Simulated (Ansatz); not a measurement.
CH₆ClNOSi, SMILES `C[Si](N)(O)Cl`. Charge 0, multiplicity 1.

```
atom    x (Å)    y (Å)    z (Å)
  C1  -0.0546   1.4069   0.5092
 Si2  -0.1188  -0.3897   0.0806
  N3   0.9328  -0.7187  -1.2064
  O4  -1.5924  -0.9299  -0.3856
 Cl5   0.3241  -1.4351   1.8326
  H6   0.9615   1.7102   0.7734
  H7  -0.6988   1.6216   1.3641
  H8  -0.3875   2.0080  -0.3399
  H9   0.9057  -1.6120  -1.6705
 H10   1.8484  -0.3034  -1.2468
 H11  -2.1204  -1.3581   0.2893
```

(1) What are the harmonic wavenumbers in cm⁻¹ at PBE0-D4/def2-TZVP (Ansatz, finite differences of forces, unscaled)? (An estimate is asked.)

(2) Is this a minimum?

(3) Give the ideal-gas thermochemistry at 298.15 K and 1 bar (rigid rotor, harmonic oscillator; point group C1, symmetry number 1).

## Answers

(1) Computed: 149, 165, 183, 231, 253, 262, 298, 349, 395, 491, 699, 755, 780, 835, 856, 912, 977, 1284, 1445, 1447, 1579, 3056, 3141, 3148, 3613, 3710, 3930.

(2) Yes, all 27 modes are real.

(3) Zero-point energy 209.0 kJ/mol; H(298) − E = 232.5 kJ/mol; entropy 358.6 J/(mol·K), of which translation 167.7, rotation 114.0, vibration 76.9; G(298) − E = 125.6 kJ/mol.
